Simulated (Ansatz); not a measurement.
One change: `CCCOC(=O)CCCl` becomes `CCCOC(=O)OC`.

Ansatz, PBE0-D4/def2-TZVP geometries, multiplicity 1. Each molecule was computed in one conformer, which needn't be the lowest.

```csv
property,`CCCOC(=O)CCCl`
size of the dipole moment (B3LYP/def2-TZVPP) / D,2.63
HOMO–LUMO gap (PBE0/def2-TZVPP) / eV,8.26
HOMO–LUMO gap (B3LYP/def2-TZVPP) / eV,7.71
LUMO energy (ωB97M-V/def2-TZVPP) / eV,2.21
HOMO energy (PBE0/def2-TZVPP) / eV,-8.14
HOMO–LUMO gap (PBE/def2-TZVPP) / eV,5.50
```

**Question.** What does the change do to each property? (An estimate is asked.)

**Answer.** The calculation gave: 
```json
{"property": "size of the dipole moment (B3LYP/def2-TZVPP) / D", "`CCCOC(=O)OC`": "0.72", "shift": "-1.91"}
{"property": "HOMO–LUMO gap (PBE0/def2-TZVPP) / eV", "`CCCOC(=O)OC`": "9.50", "shift": "1.24"}
{"property": "HOMO–LUMO gap (B3LYP/def2-TZVPP) / eV", "`CCCOC(=O)OC`": "8.88", "shift": "1.17"}
{"property": "LUMO energy (ωB97M-V/def2-TZVPP) / eV", "`CCCOC(=O)OC`": "2.55", "shift": "0.34"}
{"property": "HOMO energy (PBE0/def2-TZVPP) / eV", "`CCCOC(=O)OC`": "-8.34", "shift": "-0.20"}
{"property": "HOMO–LUMO gap (PBE/def2-TZVPP) / eV", "`CCCOC(=O)OC`": "6.68", "shift": "1.18"}
```

With PBE0 the HOMO falls by 0.20 eV and the LUMO rises by 1.04 eV, so the gap widens by about 1.24 eV. PBE moves the HOMO by -0.06 eV and ωB97M-V by -0.31 eV. Dipoles are sizes alone; their direction can turn.

B3LYP here is the variant with VWN-RPA as its local correlation; programs differ in this.
